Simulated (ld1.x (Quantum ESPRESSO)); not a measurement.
## Cl TM: all-electron and pseudo phase curves

Cl, norm-conserving Troullier–Martins (Kleinman–Bylander form), made with ld1.x (Quantum ESPRESSO) 7.5 (PBEsol, scalar-relativistic). Core [He], reference 2s2 2p6 3s2 3p5. Waves: 2s (bound): rc 0.65 bohr; 2p (bound): rc 0.45 bohr. Local part: all-electron potential smoothed inside 0.60 bohr (lloc = -2). Core correction: none.

Occupied shells without a wave of their own: 3p, 3s. They enter only through the test configuration that unscreens the potential.

The phase is arctan(r·u′/u) with u = r·R(r), unwrapped; energies in Ry, scanned from -21 to 5 Ry. A pole is an energy at which the radial function vanishes at the test radius. The pseudo phase is shifted by a multiple of π to meet the all-electron one at the reference energy, and phase errors are pseudo minus all-electron; the curves can meet again beyond the range given. Levels narrower than the energy grid can be missing from the lists of poles.

For each channel, where are the poles, and over which energies does the pseudopotential scatter like the atom?

```json
{"channel": "s", "radius (bohr)": "0.70", "reference energy (Ry)": "-18.54", "poles, all-electron": "-12.80", "poles, pseudo": "-12.89", "unbroken range about the reference energy with phases within 0.05 rad": "the whole range", "phase error 1 Ry above the reference energy (rad)": "-0.000"}
{"channel": "p", "radius (bohr)": "0.70", "reference energy (Ry)": "-14.07", "poles, all-electron": "-9.91", "poles, pseudo": "-9.87", "unbroken range about the reference energy with phases within 0.05 rad": "the whole range", "phase error 1 Ry above the reference energy (rad)": "+0.000"}
```

A Bessel basis up to 400 Ry misses an occupied level by 0.24 Ry, so cutoffs and ghosts were not judged. The potential misses its own reference levels by up to 0.8 eV.

Phases in the p channel:

```
E (Ry)  all-electron  pseudo
-21.00         0.972   0.975
-19.80         0.864   0.868
-18.60         0.685   0.690
-17.40         0.357   0.362
-16.20        -0.208  -0.205
-15.00        -0.801  -0.801
-13.80        -1.162  -1.162
-12.60        -1.359  -1.359
-11.40        -1.477  -1.476
-10.20        -1.556  -1.554
 -9.00        -1.613  -1.610
 -7.80        -1.657  -1.653
 -6.60        -1.694  -1.689
 -5.40        -1.725  -1.719
 -4.20        -1.753  -1.746
 -3.00        -1.780  -1.772
 -1.80        -1.805  -1.795
 -0.60        -1.830  -1.819
  0.60        -1.855  -1.842
  1.80        -1.882  -1.866
  3.00        -1.910  -1.891
  4.20        -1.940  -1.917
```
